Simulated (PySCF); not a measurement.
PySCF input (M06-L/def2-TZVPD):

```python
from pyscf import gto, scf, dft

mol = gto.M(
    atom='''
    Mg   -0.00000000   -0.00000000   -0.73115577
    F     0.00000000    0.00000000    0.97487436
    ''',
    basis='def2-tzvpd',
    charge=1,
    spin=0,
    verbose=4,
)

mf = dft.RKS(mol, xc='m06l').density_fit(auxbasis='def2-universal-jkfit')
mf.grids.level = 4
mf.conv_tol = 1e-9
mf.max_cycle = 100
mf.max_memory = 1500
mf.kernel()
if not mf.converged:
    mf = mf.newton()
    mf.kernel(mf.make_rdm1())
mf.analyze()
```

Output:

```
PySCF version 2.14.0

[INPUT] verbose = 4
[INPUT] num. atoms = 2
[INPUT] num. electrons = 20
[INPUT] charge = 1
[INPUT] spin (= nelec alpha-beta = 2S) = 0
[INPUT] symmetry False subgroup None
[INPUT] Mole.unit = angstrom
[INPUT] Symbol           X                Y                Z      unit          X                Y                Z       unit  Magmom
[INPUT]  1 Mg     0.000000000000   0.000000000000  -0.731155770000 AA    0.000000000000   0.000000000000  -1.381684159695 Bohr   0.0
[INPUT]  2 F      0.000000000000   0.000000000000   0.974874360000 AA    0.000000000000   0.000000000000   1.842245546261 Bohr   0.0

nuclear repulsion = 33.4994897067615
number of shells = 27
number of NR pGTOs = 111
number of NR cGTOs = 75
basis = def2-tzvpd
ecp = {}

******** <class 'pyscf.df.df_jk.DFRKS'> ********
method = DFRKS
initial guess = minao
damping factor = 0
level_shift factor = 0
DIIS = <class 'pyscf.scf.diis.CDIIS'>
diis_start_cycle = 1
diis_space = 8
diis_damp = 0
SCF conv_tol = 1e-09
SCF conv_tol_grad = None
SCF max_cycles = 100
direct_scf = False
XC library pyscf.dft.libxc version 7.1.2
    S. Lehtola, C. Steigemann, M. J. T. Oliveira, and M. A. L. Marques,  SoftwareX 7, 1–5 (2018)
XC functionals = m06l
    Y. Zhao and D. G. Truhlar,  J. Chem. Phys. 125, 194101 (2006)
    Y. Zhao and D. G. Truhlar,  J. Chem. Phys. 125, 194101 (2006)
    Y. Zhao and D. G. Truhlar,  Theor. Chem. Acc. 120, 215 (2008)
radial grids:
    Treutler-Ahlrichs [JCP 102, 346 (1995); DOI:10.1063/1.469408] (M4) radial grids

becke partition: Becke, JCP 88, 2547 (1988); DOI:10.1063/1.454033
pruning grids: <function nwchem_prune>
grids dens level: 4
symmetrized grids: False
atomic radii adjust function: <function treutler_atomic_radii_adjust>
small_rho_cutoff = 0
Set gradient conv threshold to 3.16228e-05
Initial guess from minao.
tot grids = 56800
init E= -299.947742523045
  HOMO = -0.499294699282391  LUMO = -0.148448221417418  gap/eV = 9.54702
cycle= 1 E= -299.59265187646  delta_E= 0.355  |g|= 0.793  |ddm|= 1.52
  HOMO = -0.303444384549359  LUMO = -0.300951040766844  gap/eV = 0.06785
cycle= 2 E= -296.513231155697  delta_E= 3.08  |g|= 3.56  |ddm|= 2.28
  HOMO = -0.549295234441305  LUMO = -0.362616432238482  gap/eV = 5.07979
cycle= 3 E= -299.699059049166  delta_E= -3.19  |g|= 0.121  |ddm|= 2.13
  HOMO = -0.494235187757339  LUMO = -0.359982713858926  gap/eV = 3.65320
cycle= 4 E= -299.701517265512  delta_E= -0.00246  |g|= 0.0652  |ddm|= 0.177
  HOMO = -0.500715792955611  LUMO = -0.338459499525634  gap/eV = 4.41522
cycle= 5 E= -299.702257126451  delta_E= -0.00074  |g|= 0.0141  |ddm|= 0.0641
  HOMO = -0.503052198802438  LUMO = -0.347989248530247  gap/eV = 4.21948
cycle= 6 E= -299.702289289597  delta_E= -3.22e-05  |g|= 0.00288  |ddm|= 0.0137
  HOMO = -0.503605780132212  LUMO = -0.346743531105687  gap/eV = 4.26844
cycle= 7 E= -299.702291100095  delta_E= -1.81e-06  |g|= 0.000381  |ddm|= 0.00328
  HOMO = -0.503630851589813  LUMO = -0.347271774648021  gap/eV = 4.25475
cycle= 8 E= -299.702291173414  delta_E= -7.33e-08  |g|= 9.42e-05  |ddm|= 0.000883
  HOMO = -0.503640453679049  LUMO = -0.347211882823977  gap/eV = 4.25664
cycle= 9 E= -299.702291176281  delta_E= -2.87e-09  |g|= 1.42e-05  |ddm|= 0.000134
  HOMO = -0.503638267468824  LUMO = -0.34721629603473  gap/eV = 4.25646
cycle= 10 E= -299.702291176319  delta_E= -3.72e-11  |g|= 2.56e-06  |ddm|= 1.31e-05
  HOMO = -0.503638610143683  LUMO = -0.347213107003107  gap/eV = 4.25655
Extra cycle  E= -299.702291176318  delta_E= 2.84e-13  |g|= 3.33e-06  |ddm|= 5.97e-06
converged SCF energy = -299.702291176318
**** SCF Summaries ****
Total Energy =                        -299.702291176318340
Nuclear Repulsion Energy =              33.499489706761509
One-electron Energy =                 -481.037078749239754
Two-electron Energy =                  147.835297866159920
Two-electron Coulomb Energy =          174.688212080844892
DFT Exchange-Correlation Energy =      -26.852914214684965
HOMO-LUMO gap [eV] =                     4.256554749330945
**** MO energy ****
MO #1   energy= -46.9108251822331  occ= 2
MO #2   energy= -24.6056026169307  occ= 2
MO #3   energy= -3.42899428194082  occ= 2
MO #4   energy= -2.1279391127163   occ= 2
MO #5   energy= -2.12793911271626  occ= 2
MO #6   energy= -2.12352238169323  occ= 2
MO #7   energy= -1.25840563089321  occ= 2
MO #8   energy= -0.532309750365721 occ= 2
MO #9   energy= -0.503638610143721 occ= 2
MO #10  energy= -0.503638610143683 occ= 2
MO #11  energy= -0.347213107003107 occ= 0
MO #12  energy= -0.211953535600678 occ= 0
MO #13  energy= -0.211953535600597 occ= 0
MO #14  energy= -0.164542953107507 occ= 0
MO #15  energy= -0.100317147701904 occ= 0
MO #16  energy= -0.0686981037626959 occ= 0
MO #17  energy= -0.068698054622739 occ= 0
MO #18  energy= -0.0684601277925942 occ= 0
MO #19  energy= -0.0684601277925374 occ= 0
MO #20  energy= -0.0547104596697292 occ= 0
MO #21  energy= -0.0330843466775921 occ= 0
MO #22  energy= -0.033084346677549 occ= 0
MO #23  energy= -0.00421529158733364 occ= 0
MO #24  energy= 0.040978006805908  occ= 0
MO #25  energy= 0.0409780068059115 occ= 0
MO #26  energy= 0.050315648954471  occ= 0
MO #27  energy= 0.125074356673029  occ= 0
MO #28  energy= 0.142026614584454  occ= 0
MO #29  energy= 0.142026614584555  occ= 0
MO #30  energy= 0.25584025839732   occ= 0
MO #31  energy= 0.313462009897935  occ= 0
MO #32  energy= 0.313462287702671  occ= 0
MO #33  energy= 0.331106298996882  occ= 0
MO #34  energy= 0.331106298996892  occ= 0
MO #35  energy= 0.40444910721478   occ= 0
MO #36  energy= 0.404449427397232  occ= 0
MO #37  energy= 0.475070891966261  occ= 0
MO #38  energy= 0.55694581183852   occ= 0
MO #39  energy= 0.556945811838555  occ= 0
MO #40  energy= 0.601675441928896  occ= 0
MO #41  energy= 0.697880829758654  occ= 0
MO #42  energy= 0.697880829758661  occ= 0
MO #43  energy= 0.892022733361994  occ= 0
MO #44  energy= 0.896468964974108  occ= 0
MO #45  energy= 1.47371184979169   occ= 0
MO #46  energy= 1.50916409148392   occ= 0
MO #47  energy= 1.50916409148397   occ= 0
MO #48  energy= 2.12752020880249   occ= 0
MO #49  energy= 2.12754205646835   occ= 0
MO #50  energy= 2.15678995869183   occ= 0
MO #51  energy= 2.15678995869193   occ= 0
MO #52  energy= 2.36464863087996   occ= 0
MO #53  energy= 3.26441216358297   occ= 0
MO #54  energy= 3.26441216358302   occ= 0
MO #55  energy= 3.48724877131119   occ= 0
MO #56  energy= 3.9539883678562    occ= 0
MO #57  energy= 4.50017134791594   occ= 0
MO #58  energy= 6.08728110002606   occ= 0
MO #59  energy= 6.08728122880575   occ= 0
MO #60  energy= 6.12228918250281   occ= 0
MO #61  energy= 6.12228918250285   occ= 0
MO #62  energy= 6.17887153684916   occ= 0
MO #63  energy= 6.88706791202537   occ= 0
MO #64  energy= 6.88735602949999   occ= 0
MO #65  energy= 6.9017703406216    occ= 0
MO #66  energy= 6.90177034062168   occ= 0
MO #67  energy= 6.92024997101367   occ= 0
MO #68  energy= 6.92024997101372   occ= 0
MO #69  energy= 6.95748174508324   occ= 0
MO #70  energy= 8.47218960566017   occ= 0
MO #71  energy= 8.47245254157883   occ= 0
MO #72  energy= 8.50648267791028   occ= 0
MO #73  energy= 8.50648267791029   occ= 0
MO #74  energy= 8.64055334553176   occ= 0
MO #75  energy= 57.0077832096231   occ= 0
 ** Mulliken pop on meta-lowdin orthogonal AOs  **
 ** Mulliken pop  **
pop of  0 Mg 1s           1.99999
pop of  0 Mg 2s           1.99995
pop of  0 Mg 3s           0.14006
pop of  0 Mg 4s           0.00403
pop of  0 Mg 5s           0.00006
pop of  0 Mg 2px          1.99993
pop of  0 Mg 2py          1.99993
pop of  0 Mg 2pz          1.99987
pop of  0 Mg 3px          0.00728
pop of  0 Mg 3py          0.00728
pop of  0 Mg 3pz          0.00254
pop of  0 Mg 4px          0.00101
pop of  0 Mg 4py          0.00101
pop of  0 Mg 4pz          0.00197
pop of  0 Mg 5px          0.00196
pop of  0 Mg 5py          0.00196
pop of  0 Mg 5pz          0.00018
pop of  0 Mg 6px          0.00016
pop of  0 Mg 6py          0.00016
pop of  0 Mg 6pz          0.00059
pop of  0 Mg 3dxy         0.00000
pop of  0 Mg 3dyz         0.00100
pop of  0 Mg 3dz^2        0.00070
pop of  0 Mg 3dxz         0.00100
pop of  0 Mg 3dx2-y2      0.00000
pop of  0 Mg 4dxy         0.00000
pop of  0 Mg 4dyz         0.00289
pop of  0 Mg 4dz^2        0.00086
pop of  0 Mg 4dxz         0.00289
pop of  0 Mg 4dx2-y2      0.00000
pop of  0 Mg 5dxy         0.00000
pop of  0 Mg 5dyz         0.00164
pop of  0 Mg 5dz^2        0.00036
pop of  0 Mg 5dxz         0.00164
pop of  0 Mg 5dx2-y2      0.00000
pop of  1 F 1s            1.99998
pop of  1 F 2s            1.95972
pop of  1 F 3s            0.00095
pop of  1 F 4s            0.00005
pop of  1 F 5s            0.00014
pop of  1 F 6s            0.00017
pop of  1 F 2px           1.96675
pop of  1 F 2py           1.96675
pop of  1 F 2pz           1.87671
pop of  1 F 3px           0.00784
pop of  1 F 3py           0.00784
pop of  1 F 3pz           0.00196
pop of  1 F 4px           0.00013
pop of  1 F 4py           0.00013
pop of  1 F 4pz           0.00242
pop of  1 F 5px           0.00065
pop of  1 F 5py           0.00065
pop of  1 F 5pz           0.00117
pop of  1 F 3dxy          0.00000
pop of  1 F 3dyz          0.00326
pop of  1 F 3dz^2         0.00353
pop of  1 F 3dxz          0.00326
pop of  1 F 3dx2-y2       0.00000
pop of  1 F 4dxy          0.00000
pop of  1 F 4dyz          0.00315
pop of  1 F 4dz^2         0.00164
pop of  1 F 4dxz          0.00315
pop of  1 F 4dx2-y2       0.00000
pop of  1 F 5dxy          0.00000
pop of  1 F 5dyz          0.00235
pop of  1 F 5dz^2         0.00035
pop of  1 F 5dxz          0.00235
pop of  1 F 5dx2-y2       0.00000
pop of  1 F 4f-3          0.00000
pop of  1 F 4f-2          0.00000
pop of  1 F 4f-1          0.00003
pop of  1 F 4f+0          0.00003
pop of  1 F 4f+1          0.00003
pop of  1 F 4f+2          0.00000
pop of  1 F 4f+3          0.00000
 ** Mulliken atomic charges  **
charge of    0Mg =      1.81714
charge of    1F =     -0.81714

WARN: System has nonzero charge 1; the dipole moment is origin-dependent.
Location of origin: [0. 0. 0.]

Dipole moment(X, Y, Z, Debye):  0.00000, -0.00000, -9.22428
```
